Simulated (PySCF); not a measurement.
## Cobalt: a sound run and one with changed settings

Sound run: Co [Ar] 3d7 4s2, Co⁺ [Ar] 3d8. All numbers are calculated (PySCF 2.14, the non-relativistic Hamiltonian (point nucleus), in cc-pVTZ). In the sound run the correlated levels freeze [Ar]. The sound run starts from symmetry-adapted Hartree-Fock orbitals and uses a fine grid where one is needed.

Changed run: all electrons correlated in a basis built for the valence shell.

```csv
species,method,sound run (hartree),changed run (hartree),converged
Co,MP2,-1381.67127,-1382.06686,yes
Co⁺,MP2,-1381.41792,-1381.82756,yes
```

Ionisation energy of Co:

```tsv
method	sound run (eV)	changed run (eV)
UHF	7.850	7.850
MP2	6.894	6.512
SCS-MP2	6.926	6.666
```

A valence basis has no tight correlating functions, so it recovers only part of the core correlation, and not evenly between atom and ion.

For comparison, NIST gives 7.881 eV between the lowest levels.
